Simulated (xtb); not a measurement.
O₂Si₂, SMILES o1[si]2=[si]1o2. All values are semi-empirical tight-binding results from xtb (GFN2-xTB unless named), good for trends rather than for accurate numbers. The structure is a stationary point at GFN2-xTB.

```json
{
  "point_group_as_xtb_finds_it": "D2h",
  "orbital_gap": "2.81 eV",
  "dipole_moment": "0.00 D",
  "zero_point_energy": "4.7 kcal/mol",
  "G − E(el) at 298.15 K (modified RRHO)": "-11.6 kcal/mol",
  "static polarisability (D4 model)": "70.7 bohr³",
  "solvation energy, GFN2-xTB/ALPB(water)": "4.1 kcal/mol",
  "solvation energy, GFN2-xTB/ALPB(methanol)": "1.4 kcal/mol"
}
```
